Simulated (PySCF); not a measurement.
C2H7N2Si2 (doublet state).
Structure used (GFN2-xTB), in Å, numbered top down from 1:
```xyz
13
C2H7N2Si2 angstrom
C      3.940   -0.206   -0.221
C      2.804   -0.260   -0.627
Si     1.137   -0.053   -1.356
N     -0.040    0.074   -0.093
Si    -1.750   -0.146   -0.178
N     -2.362    0.663    1.216
H      4.923   -0.217    0.156
H      0.758   -1.075   -2.322
H      0.333    0.197    0.835
H     -2.171   -1.541   -0.022
H     -2.150    0.379   -1.491
H     -2.083    1.619    1.369
H     -3.344    0.565    1.415
```

The hyperfine couplings belong to this conformer and change with its torsions.

Identity: `C#C[SiH]N[SiH2]N` [radical].

Level of theory: UKS B3LYP, pcH-1 on C H N Si, non-relativistic, mean-field spin-orbit, GIAO (PySCF 2.14.0). One conformer (not necessarily the lowest) at the GFN2-xTB geometry, without solvent, vibrations or thermal averaging. A GFN2-xTB geometry isn't a minimum of the functional, and hyperfine couplings can be far from their values at a DFT geometry, by a factor of two or more for some ions and for spin on atoms past the first row. The SCF solution wasn't tested for stability.

(1) Break the g tensor into its mass correction, gauge correction and orbital-Zeeman/spin–orbit terms.

(2) Average each term over the three axes. Which is largest in size?

(3) At 9.776 GHz, how far is the centre of the isotropic spectrum from where a free electron (g = 2.002319) resonates?

(4) In a frozen sample, at which fields do the three g values resonate at 9.5, 34, 94 and 263 GHz (hyperfine left aside), and which band first spreads them over more than twice a line width of 0.3 mT?

Answers

(1) 
| Δg (ppm) | 1 | 2 | 3 |
| --- | --- | --- | --- |
| relativistic mass correction | -153 | -153 | -153 |
| gauge correction | 28 | 71 | 54 |
| orbital Zeeman/spin–orbit | -112 | 41 | 875 |
| total | -237 | -41 | 777 |

So g = 2.00208, 2.00228, 2.00310 and g_iso = 2.00249; the tensor is rhombic: the two nearest values differ by 19 % of g3 − g1. 

(2) The orbital-Zeeman/spin–orbit term 268, the mass correction -153 and the gauge correction 51 ppm, for a total of 166 ppm. The orbital-Zeeman/spin–orbit term is the largest in size. The mass correction is the same along every axis, so the anisotropy comes from the other two: their spans along these axes are 43 (gauge) and 988 ppm (orbital Zeeman/spin–orbit).

(3) B = hν/(g μB) with μB/h = 13.99624 MHz/mT gives 348.83 mT for the free electron and 348.80 mT at g_iso, 0.03 mT lower.

(4) 
```tsv
band	GHz	B(g3) mT	B(g2) mT	B(g1) mT	spread mT
X	9.5	338.85	338.99	339.02	0.17
Q	34.0	1212.73	1213.23	1213.35	0.61
W	94.0	3352.85	3354.22	3354.55	1.70
J	263.0	9380.86	9384.69	9385.61	4.75
```

The spread grows in proportion to the frequency. Q band is the first where it exceeds 0.6 mT.

The largest Mulliken spin populations are on Si3 (+0.77), C1 (+0.16), N4 (+0.10) and C2 (-0.07). The angles at Si3 add up to 335.6°, so it is pyramidal.

The HOMO–LUMO gaps are 4.65 eV among the α and 5.00 eV among the β orbitals.

Hardware: an Arm Neoverse N1 with one thread, shared host. Cost: 86 s (grids of density and orbitals included), 0.80 GiB resident at most.
